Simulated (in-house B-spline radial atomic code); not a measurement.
The numbers below are computed, except where a source is named.
# C6 from the polarisability at imaginary frequency: Be²⁺

LC-wPBE linear response of the closed shell 1s2, from an all-electron radial atomic-structure program (B-spline basis); non-relativistic, point nucleus, no spin-orbit coupling.

The dispersion coefficient of two like species is C6 = (3/π) ∫ α(iu)² du from 0 to ∞.

```json
{"u (hartree)": "0", "α(iu) (bohr³)": "0.05531"}
{"u (hartree)": "0.156", "α(iu) (bohr³)": "0.05525"}
{"u (hartree)": "0.364", "α(iu) (bohr³)": "0.05501"}
{"u (hartree)": "0.624", "α(iu) (bohr³)": "0.05445"}
{"u (hartree)": "1.04", "α(iu) (bohr³)": "0.05299"}
{"u (hartree)": "1.56", "α(iu) (bohr³)": "0.05039"}
{"u (hartree)": "2.34", "α(iu) (bohr³)": "0.04548"}
{"u (hartree)": "3.64", "α(iu) (bohr³)": "0.03671"}
{"u (hartree)": "5.2", "α(iu) (bohr³)": "0.02774"}
{"u (hartree)": "7.79", "α(iu) (bohr³)": "0.0178"}
{"u (hartree)": "13", "α(iu) (bohr³)": "0.008582"}
{"u (hartree)": "26", "α(iu) (bohr³)": "0.00262"}
```

Question: Fit one oscillator, α(iu) = α(0)/(1 + u²/ω²), through u = 3.64 and estimate C6.

Answer: From α(0)/α(iu) − 1 = 0.05531/0.03671 − 1 = 0.5067, ω = u/√0.5067 = 5.1137 hartree (139.2 eV). London's formula gives C6 = (3/4) α(0)² ω = 0.75 × 0.05531² × 5.1137 = 0.01173 hartree·bohr⁶, and the oscillator holds f = α(0) ω² = 1.45 electrons, of a sum of oscillator strengths of 2.0.

Question: How does that compare with the full integral?

Answer: The program's quadrature over all excitations gives C6 = 0.01207, so the single oscillator is off by -2.8 %. At the last point the fit gives α = 0.00206 against 0.00262: higher excitations, and deeper shells where there are any, keep the true curve higher at large u.
